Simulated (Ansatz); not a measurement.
SiCl(NHMe)3 (C₃H₁₂ClN₃Si). Charge 0, multiplicity 1. Geometry r2SCAN-D4/def2-SVP.

```xyz
20

Si   -0.0257    0.0022    0.0204
Cl   -2.1344    0.1248    0.1446
N     0.3646   -1.4221   -0.8456
C    -0.3174   -2.6989   -0.7803
H     0.9908   -1.3093   -1.6373
H     0.3851   -3.5401   -0.6356
H    -1.0150   -2.7028    0.0711
H    -0.9184   -2.9130   -1.6843
N     0.5998   -0.0349    1.6164
C     0.1030    0.7304    2.7433
H     1.1231   -0.8683    1.8686
H     0.9258    1.0932    3.3855
H    -0.4408    1.6162    2.3792
H    -0.6022    0.1638    3.3818
N     0.5593    1.3798   -0.8151
C    -0.0571    1.9794   -1.9828
H     1.1540    2.0065   -0.2805
H     0.7005    2.3706   -2.6854
H    -0.6403    1.2178   -2.5250
H    -0.7548    2.8047   -1.7392
```

B3LYP takes the VWN-RPA correlation. HSE06 is defined as in plane-wave codes, on full-range PBE exchange.

Estimate the orbital energies around the gap (eV) in Ansatz with PBE-D4/def2-TZVP, B3LYP-D4/6-31G, PBE0-D4/def2-SVP, PBE0-D4/def2-TZVP, HSE06-D4/def2-TZVP.


| orbital | PBE-D4/def2-TZVP | B3LYP-D4/6-31G | PBE0-D4/def2-SVP | PBE0-D4/def2-TZVP | HSE06-D4/def2-TZVP |
| --- | --- | --- | --- | --- | --- |
| HOMO−9 | -10.00 | -11.34 | -11.52 | -11.59 | -11.18 |
| HOMO−8 | -9.43 | -10.74 | -10.85 | -10.95 | -10.54 |
| HOMO−7 | -8.71 | -9.93 | -10.06 | -10.17 | -9.76 |
| HOMO−6 | -8.51 | -9.86 | -9.93 | -9.99 | -9.59 |
| HOMO−5 | -8.49 | -9.83 | -9.90 | -9.96 | -9.56 |
| HOMO−4 | -7.22 | -8.25 | -8.44 | -8.67 | -8.26 |
| HOMO−3 | -7.22 | -8.25 | -8.43 | -8.67 | -8.26 |
| HOMO−2 | -5.50 | -6.45 | -6.72 | -6.90 | -6.50 |
| HOMO−1 | -5.47 | -6.43 | -6.68 | -6.86 | -6.46 |
| HOMO | -5.44 | -6.39 | -6.64 | -6.82 | -6.41 |
| LUMO | -0.01 | 1.22 | 1.49 | 0.82 | 0.45 |
| LUMO+1 | 0.63 | 2.22 | 2.13 | 1.47 | 1.10 |
| LUMO+2 | 0.66 | 2.28 | 2.17 | 1.51 | 1.14 |
| LUMO+3 | 1.16 | 2.51 | 2.87 | 2.02 | 1.65 |
| LUMO+4 | 1.51 | 3.20 | 3.16 | 2.43 | 2.06 |
| LUMO+5 | 1.60 | 3.49 | 3.28 | 2.46 | 2.09 |
